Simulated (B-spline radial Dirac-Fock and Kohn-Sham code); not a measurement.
## Run log: Ge⁶⁺

ΔSCF core binding energies without Breit or QED terms, calculated with a radial atomic solver. Keys: rel is the Hamiltonian (dirac, or spin-free x2c and nr, where L3 and M5 stand for the whole 2p and 3d shells), method is hf or an exchange,correlation pair (spin-unpolarised, also for the hole states), nuc the nuclear model, radius_factor scales its radius, rmax is the box in bohr, h the logarithmic mesh step, order the B-spline order, points the quadrature points per cell, c_factor scales the speed of light, and damp, ndamp, maxit and tol steer the iteration. The run stops when the commutator error falls below 10·tol·max(1, Z/10), or the numerical noise floor, and the energy has settled to about 1e-8 Ha; the virial ratio is −V/T.

Input (task.json):

```json
{"items": [{"Z": 32, "q": 6, "cfg": [[1, 0, 2], [2, 0, 2], [2, 1, 6], [3, 0, 2], [3, 1, 6], [3, 2, 8]], "A": 74, "rrms": 4.0742, "do": "settings", "holes": ["K", "L3", "M5"],
  "settings": [{"rel": "dirac", "method": "hf", "nuc": "fermi", "radius_factor": 1.0, "rmax": 3.0, "h": 0.3, "order": 8, "points": 10, "c_factor": 1.0, "maxit": 70, "damp": 0.5, "ndamp": 3, "tol": 1e-08}]}]}
```

Command: `python xray2_run.py task.json out`

Ground-state iterations:

```
iter   energy (Ha)        error
   1    -2063.39863673  1.22e+00
   2    -2080.26695145  8.35e-01
   3    -2085.79522270  2.28e-01
   4    -2086.28560736  6.29e-02
   5    -2086.31102803  2.80e-02
   6    -2086.32041813  1.37e-03
   7    -2086.32043203  3.71e-05
   8    -2086.32043204  4.28e-06
   9    -2086.32043204  3.65e-07
  10    -2086.32043204  3.65e-08
```

The ground state converged in 10 iterations, with total energy -2086.32043 Ha, virial ratio 1.97866 and highest orbital energy -149.00 eV. ΔSCF binding energies: K (1s) 11254.1 eV, L3 (2p3/2) 1347.7 eV. Holes are computed only in closed shells, and unreliable hole states are left out.

One setting is outside the advised range (box too small), but here it does no visible harm: the result matches the run with default settings.
